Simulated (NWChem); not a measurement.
# C₃H₄BFO; SMILES CC#CB(O)F

```xyz
10

C     -0.0327     3.0170     0.0074
C     -0.0110     1.5669    -0.0115
C      0.0100     0.3493    -0.0249
B      0.0261    -1.1768    -0.0440
O      1.1644    -1.8639     0.1785
F     -1.1029    -1.8539    -0.2845
H      0.0255     3.3918     1.0415
H     -0.9568     3.4099    -0.4441
H      0.8241     3.4311    -0.5467
H      1.0265    -2.8174     0.1365
```
Atoms are numbered in this order, from 1.

Computed with NWChem. Pople sets run with spherical d functions. Structure relaxed at the PBE0/def2-SVP level. Vzz is the largest principal value of the second derivative of the potential at the nucleus (NWChem prints the opposite sign); η is the asymmetry. Non-relativistic.

```csv
level,Vzz B4 (a.u.),η B4,Vzz O5 (a.u.),η O5
B3LYP/def2-SVP,0.291,0.64,1.308,0.08
B3LYP/6-31G*,0.286,0.64,1.278,0.13
PBE/def2-SVP,(withheld),0.68,(withheld),0.07
PBE/6-31G*,0.255,0.68,1.237,0.11
```

Q: Fill in the missing entries.

A: 
- PBE/def2-SVP, Vzz B4 (a.u.): 0.259
- PBE/def2-SVP, Vzz O5 (a.u.): 1.269
